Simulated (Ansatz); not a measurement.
Computed with Ansatz on PBE0-D4/def2-TZVP structures; ΔE is electronic, products minus reactants. CCSD(T)/CBS is the MP2 limit (def2-TZVPP, def2-QZVPP) plus CCSD(T) − MP2 in def2-TZVPP, frozen cores. This one scheme is used for every species. Functionals use def2-TZVPP. B3LYP here is the variant with VWN-RPA as its local correlation; programs differ in this. Open shells (•) are unrestricted, without spin–orbit coupling. One conformer a species, not always the lowest.

Consider the homolysis of the C–C bond: `CCB(C)N` → `[CH2]B(C)N`• + `[CH3]`•.

`CCB(C)N`:

Z-matrix (Å, degrees):
```
C
C 1 1.527
H 1 1.094 2 111.4
H 1 1.093 2 112.0 3 -120.2
H 1 1.093 2 111.4 3 119.5
B 2 1.583 1 114.9 3 -61.8
H 2 1.097 1 109.8 3 64.2
H 2 1.100 1 108.6 3 178.8
N 6 1.398 2 119.1 1 137.6
C 6 1.577 2 121.4 1 -43.1
H 9 1.006 6 123.3 2 177.7
H 9 1.006 6 123.0 2 -1.8
H 10 1.096 6 110.2 2 67.5
H 10 1.095 6 111.3 2 -49.3
H 10 1.093 6 114.0 2 -171.7
```

`[CH2]B(C)N`•:

```xyz
11

C     0.076   -1.592    0.175
B    -0.145   -0.073    0.054
C     1.004    0.893   -0.432
N    -1.406    0.448    0.390
H    -0.695   -2.283    0.508
H     1.021   -2.070   -0.067
H     1.370    0.596   -1.420
H     1.869    0.831    0.238
H     0.706    1.944   -0.490
H    -1.627    1.427    0.336
H    -2.172   -0.122    0.707
```

`[CH3]`•:

Cartesian coordinates in Å:
```
C 0.000 0.000 0.000
H 0.326 -0.918 0.467
H 0.728 0.724 -0.334
H -1.054 0.194 -0.133
```

CCSD(T)/CBS gives +371.7 kJ/mol.

Another level gave +349.2 kJ/mol. Which?
A. PBE0-D4/def2-TZVPP
B. B3LYP-D4/def2-TZVPP
C. SCS-MP2/def2-TZVPP
D. PBE-QIDH/def2-TZVPP

B. B3LYP-D4 349.2, SCS-MP2/def2-TZVPP 375.7, PBE0-D4 363.3, PBE-QIDH 368.7 kJ/mol.

What do rigid-rotor, harmonic-oscillator terms from PBE0-D4/def2-TZVP frequencies (298.15 K, 1 bar) make of the CCSD(T)/CBS value? (Estimate.)

Computed: ΔZPE = -32.1 kJ/mol, ΔH = +346.5 kJ/mol, ΔS = 164 J/(mol·K), ΔG = +297.5 kJ/mol. Open shells count their whole term as degenerate.

Largest T1 diagnostic among the species: 0.013.

At CCSD(T), def2-SVP lies −4.2 kJ/mol from the extrapolated value and def2-TZVPP −7.8 kJ/mol. Leaving LDA and LC-ωPBE aside and taking each functional with its dispersion term where it has one, the values, not all of them listed here, spread over 38.8 kJ/mol, from r2SCAN-D4 to ωB97X-V. LDA lies +80.7 kJ/mol from PBE without D4, its usual overbinding. In def2-TZVPP, CCSD(T) changes the Hartree–Fock value by +130.6 kJ/mol (the triples alone add +11.6 kJ/mol) and MP2 by +150.5 kJ/mol; breaking electron pairs costs correlation energy, which Hartree–Fock lacks.

CCSD(T)/CBS has its own doubt, a few kJ/mol and more with outer-core shells, so smaller differences from it don't rank the levels.
